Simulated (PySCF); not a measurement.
PySCF input for C₂H₆BNO, SMILES C1COB1N, TDA-PBE/def2-SVPD. Geometry optimised at B3LYP-D3(BJ)/def2-SVP. The structure was generated by enumeration, and PubChem lists no compound with its InChIKey, so it may never have been made. One conformer was computed; it need not be the lowest.

```python
import numpy as np
from pyscf import gto, scf, dft, tdscf

mol = gto.M(
    atom='''
    N     0.04866816   -1.92196828   -0.00000000
    B     0.04315973   -0.52457377   -0.00000000
    C     1.10117688    0.66894516    0.00000000
    C    -0.21974140    1.47425790   -0.00000000
    O    -1.07282729    0.29762425   -0.00000000
    H     0.89759577   -2.47045071    0.00000000
    H    -0.80552141   -2.46701874   -0.00000000
    H     1.72478252    0.79883758   -0.89667676
    H     1.72478252    0.79883758    0.89667676
    H    -0.40205485    2.08811432   -0.89811978
    H    -0.40205485    2.08811432    0.89811978
    ''',
    basis='def2-SVPD',
    charge=0,
    spin=0,
    symmetry=True,
    max_memory=1600,
    verbose=4,
)
mf = dft.RKS(mol, xc='pbe').density_fit(auxbasis='def2-universal-jkfit')
mf.grids.level = 3
mf.conv_tol = 1e-9
mf.max_cycle = 100
mf.kernel()
mf.grids = dft.Grids(mol).set(level=1).build(with_non0tab=True)  # coarser grid for the response kernel
td = tdscf.TDA(mf)
td.singlet = True
td.nstates = 10
td.conv_tol = 1e-4
td.positive_eig_threshold = 1e-6
td.kernel(x0=td.get_init_guess(mf, 15))
td.analyze()
tt = tdscf.TDA(mf)
tt.singlet = False
tt.nstates = 4
tt.conv_tol = 1e-4
tt.positive_eig_threshold = 1e-6
tt.kernel(x0=tt.get_init_guess(mf, 9))
tt.analyze(verbose=3)
```

Output:

```
PySCF version 2.14.0

[INPUT] verbose = 4
[INPUT] num. atoms = 11
[INPUT] num. electrons = 38
[INPUT] charge = 0
[INPUT] spin (= nelec alpha-beta = 2S) = 0
[INPUT] symmetry True subgroup None
[INPUT] Mole.unit = angstrom
[INPUT] Symbol           X                Y                Z      unit          X                Y                Z       unit  Magmom
[INPUT]  1 N      0.048668160000  -1.921968280000   0.000000000000 AA    0.091969493387  -3.631993669301   0.000000000000 Bohr   0.0
[INPUT]  2 B      0.043159730000  -0.524573770000   0.000000000000 AA    0.081560069310  -0.991300757431   0.000000000000 Bohr   0.0
[INPUT]  3 C      1.101176880000   0.668945160000   0.000000000000 AA    2.080922717903   1.264123144753   0.000000000000 Bohr   0.0
[INPUT]  4 C     -0.219741400000   1.474257900000   0.000000000000 AA   -0.415251064229   2.785943667976   0.000000000000 Bohr   0.0
[INPUT]  5 O     -1.072827290000   0.297624250000   0.000000000000 AA   -2.027349757059   0.562428320529   0.000000000000 Bohr   0.0
[INPUT]  6 H      0.897595770000  -2.470450710000   0.000000000000 AA    1.696210175868  -4.668475246137   0.000000000000 Bohr   0.0
[INPUT]  7 H     -0.805521410000  -2.467018740000   0.000000000000 AA   -1.522214852373  -4.661989762770   0.000000000000 Bohr   0.0
[INPUT]  8 H      1.724782520000   0.798837580000  -0.896676760000 AA    3.259366587237   1.509584244210  -1.694473498662 Bohr   0.0
[INPUT]  9 H      1.724782520000   0.798837580000   0.896676760000 AA    3.259366587237   1.509584244210   1.694473498662 Bohr   0.0
[INPUT] 10 H     -0.402054850000   2.088114320000  -0.898119780000 AA   -0.759773553553   3.945964181582  -1.697200411255 Bohr   0.0
[INPUT] 11 H     -0.402054850000   2.088114320000   0.898119780000 AA   -0.759773553553   3.945964181582   1.697200411255 Bohr   0.0

nuclear repulsion = 164.969681445833
point group symmetry = Cs
symmetry origin: [ 1.49188903e-09 -4.97296354e-09  0.00000000e+00]
symmetry axis x: [ 1.00000000e+00  1.42291330e-09 -4.65531315e-19]
symmetry axis y: [ 1.42291330e-09 -1.00000000e+00 -5.61296484e-19]
symmetry axis z: [-9.03032661e-19 -5.61296484e-19  1.00000000e+00]
num. orbitals of irrep A' = 100
num. orbitals of irrep A" = 51
number of shells = 65
number of NR pGTOs = 213
number of NR cGTOs = 151
basis = def2-SVPD
ecp = {}


[settings echo left out]
init E= -234.6412643236
HOMO (A") = -0.325834064329751  LUMO (A") = -0.0587464620839958  gap/eV = 7.26782
cycle= 1 E= -234.138408430421  delta_E= 0.503  |g|= 0.773  |ddm|= 4.74
HOMO (A") = -0.0779119665354733  LUMO (A') = 0.00890300972067859  gap/eV = 2.36236
cycle= 2 E= -233.662288530158  delta_E= 0.476  |g|= 1.67  |ddm|= 2.25
HOMO (A") = -0.219490025434004  LUMO (A') = -0.00696342021342611  gap/eV = 5.78314
cycle= 3 E= -234.254487288592  delta_E= -0.592  |g|= 0.283  |ddm|=  1.7
HOMO (A") = -0.231088145393539  LUMO (A') = -0.0120779290822703  gap/eV = 5.95957
cycle= 4 E= -234.270781409643  delta_E= -0.0163  |g|= 0.0743  |ddm|= 0.325
HOMO (A") = -0.224921380836205  LUMO (A') = -0.0101471085612728  gap/eV = 5.84431
cycle= 5 E= -234.271789989595  delta_E= -0.00101  |g|= 0.0278  |ddm|= 0.0857
HOMO (A") = -0.22612995355592  LUMO (A') = -0.010434612521244  gap/eV = 5.86937
cycle= 6 E= -234.271962896507  delta_E= -0.000173  |g|= 0.00941  |ddm|= 0.0382
HOMO (A") = -0.226006354725817  LUMO (A') = -0.0104850661217895  gap/eV = 5.86463
cycle= 7 E= -234.271984104776  delta_E= -2.12e-05  |g|= 0.000983  |ddm|= 0.0105
HOMO (A") = -0.226087139795837  LUMO (A') = -0.0104942434804269  gap/eV = 5.86658
cycle= 8 E= -234.271984327653  delta_E= -2.23e-07  |g|= 0.000248  |ddm|= 0.00141
HOMO (A") = -0.226084537099442  LUMO (A') = -0.0104947544384006  gap/eV = 5.86650
cycle= 9 E= -234.271984341818  delta_E= -1.42e-08  |g|= 6.74e-05  |ddm|= 0.000419
HOMO (A") = -0.226092698478187  LUMO (A') = -0.0104980091310218  gap/eV = 5.86663
cycle= 10 E= -234.271984343061  delta_E= -1.24e-09  |g|= 1.07e-05  |ddm|= 0.000126
HOMO (A") = -0.226092182253144  LUMO (A') = -0.010497952884549  gap/eV = 5.86662
cycle= 11 E= -234.271984343092  delta_E= -3.04e-11  |g|= 3.06e-06  |ddm|= 2.29e-05
HOMO (A") = -0.226092180010645  LUMO (A') = -0.0104978345331137  gap/eV = 5.86662
Extra cycle  E= -234.271984343089  delta_E= 2.79e-12  |g|= 4.64e-06  |ddm|= 1.08e-05
converged SCF energy = -234.271984343089
tot grids = 40672
Overwritten attributes  positive_eig_threshold  of <class 'pyscf.tdscf.rks.TDA'>


******** <class 'pyscf.tdscf.rks.TDA'> for <class 'pyscf.df.df_jk.DFSymAdaptedRKS'> ********
nstates = 10 singlet
deg_eia_thresh = 1.000e-03
wfnsym = None
conv_tol = 0.0001
eigh lindep = 1e-12
eigh level_shift = 0
eigh max_cycle = 100


Excitation energies (eV)
[5.90062383 6.69604166 6.70449248 7.18610115 7.27877992 7.42223762
 7.44228081 7.48767906 7.58779683 7.82000409]

** Singlet excitation energies and oscillator strengths **
Excited State   1:   A"      5.90062 eV    210.12 nm  f=0.0137
      19 -> 20        0.70603
Excited State   2:   A'      6.69604 eV    185.16 nm  f=0.0350
      18 -> 20       -0.70372
Excited State   3:   A"      6.70449 eV    184.93 nm  f=0.0007
      19 -> 21        0.70580
Excited State   4:   A"      7.18610 eV    172.53 nm  f=0.0002
      19 -> 23       -0.70361
Excited State   5:   A'      7.27878 eV    170.34 nm  f=0.0089
      17 -> 20        0.69949
Excited State   6:   A"      7.42224 eV    167.04 nm  f=0.0195
      16 -> 20        0.69380
      19 -> 24        0.11686
Excited State   7:   A'      7.44228 eV    166.59 nm  f=0.0310
      18 -> 21       -0.28358
      19 -> 22       -0.49693
      19 -> 25       -0.38479
Excited State   8:   A'      7.48768 eV    165.58 nm  f=0.0313
      18 -> 21       -0.64573
      19 -> 22        0.19471
      19 -> 25        0.19193
Excited State   9:   A"      7.58780 eV    163.40 nm  f=0.0056
      16 -> 20        0.10830
      19 -> 24       -0.69033
Excited State  10:   A"      7.82000 eV    158.55 nm  f=0.0120
      18 -> 22       -0.68470

** Transition electric dipole moments (AU) **
state          X           Y           Z        Dip. S.      Osc.
  1        -0.0000     -0.0000      0.3083      0.0951      0.0137
  2         0.3700      0.2767     -0.0000      0.2135      0.0350
  3        -0.0000     -0.0000     -0.0634      0.0040      0.0007
  4         0.0000      0.0000     -0.0372      0.0014      0.0002
  5         0.1310     -0.1803      0.0000      0.0496      0.0089
  6         0.0000     -0.0000      0.3274      0.1072      0.0195
  7        -0.0294     -0.4112     -0.0000      0.1700      0.0310
  8        -0.3241      0.2557      0.0000      0.1704      0.0313
  9        -0.0000      0.0000      0.1743      0.0304      0.0056
 10        -0.0000     -0.0000     -0.2502      0.0626      0.0120

** Transition velocity dipole moments (imaginary part, AU) **
state          X           Y           Z        Dip. S.      Osc.
  1        -0.0000     -0.0000      0.0762      0.0058      0.0178
  2         0.0765      0.0687     -0.0000      0.0106      0.0286
  3        -0.0000     -0.0000     -0.0014      0.0000      0.0000
  4        -0.0000      0.0000     -0.0026      0.0000      0.0000
  5         0.0462     -0.0487      0.0000      0.0045      0.0112
  6         0.0000     -0.0000      0.0844      0.0071      0.0174
  7        -0.0427     -0.0649     -0.0000      0.0060      0.0147
  8        -0.0541      0.0458      0.0000      0.0050      0.0122
  9         0.0000      0.0000      0.0754      0.0057      0.0136
 10        -0.0000     -0.0000     -0.0047      0.0000      0.0001

** Transition magnetic dipole moments (imaginary part, AU) **
state          X           Y           Z
  1         0.3728      0.0754      0.0000
  2         0.0000      0.0000     -0.1743
  3         0.4563      0.0373      0.0000
  4         0.0746     -0.4757     -0.0000
  5        -0.0000      0.0000      0.2397
  6         0.7269     -0.1316      0.0000
  7        -0.0000     -0.0000     -0.0557
  8         0.0000      0.0000      0.3975
  9         0.2753     -0.3610     -0.0000
 10         0.2823     -0.9081      0.0000


******** <class 'pyscf.tdscf.rks.TDA'> for <class 'pyscf.df.df_jk.DFSymAdaptedRKS'> ********
nstates = 4 triplet
deg_eia_thresh = 1.000e-03
wfnsym = None
conv_tol = 0.0001
eigh lindep = 1e-12
eigh level_shift = 0
eigh max_cycle = 100


Excitation energies (eV)
[5.75830758 6.33600395 6.58359224 6.59476472]

** Triplet excitation energies and oscillator strengths **
Excited State   1:   A"      5.75831 eV    215.31 nm  f=0.0000
Excited State   2:   A'      6.33600 eV    195.68 nm  f=0.0000
Excited State   3:   A'      6.58359 eV    188.32 nm  f=0.0000
Excited State   4:   A"      6.59476 eV    188.00 nm  f=0.0000
```

The run converged.
